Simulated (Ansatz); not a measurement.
Wavefunction ladder for `CC(C)(C)O[Si]O`

```xyz
17

C    -1.513    0.285    0.498
C    -0.152   -0.235    0.060
C     0.508   -1.011    1.189
C    -0.289   -1.105   -1.179
O     0.735    0.832   -0.280
Si    0.540    2.474   -0.279
O     2.041    2.910   -0.802
H    -2.168   -0.552    0.751
H    -1.427    0.927    1.378
H    -1.991    0.861   -0.298
H     1.497   -1.356    0.882
H    -0.094   -1.880    1.464
H     0.622   -0.377    2.071
H     0.693   -1.450   -1.508
H    -0.914   -1.977   -0.973
H    -0.745   -0.538   -1.994
H     2.657    2.191   -0.981
```

Charge 0, multiplicity 1. The geometry is a stationary point of PBE0-D4/def2-TZVP. It is one conformer, not always the lowest. Frozen core, restricted reference, Ansatz 0.2.0. CBS rows extrapolate triple and quadruple zeta; past MP2 they add the triple-zeta difference.

```
     basis     HF (Eh)  MP2 corr.
  def2-SVP  -595.69064   -1.02891
def2-TZVPP  -596.16087   -1.28117
def2-QZVPP  -596.18473   -1.37184
```

Question: Estimate the CCSD correlation energy and the (T) correction in each basis where they were run (hartree).

Answer: 
```csv
basis,CCSD corr.,(T)
def2-SVP,-1.09900,-0.03180
def2-TZVPP,-1.33468,-0.05355
CBS(def2),-1.49250,as TZ
```
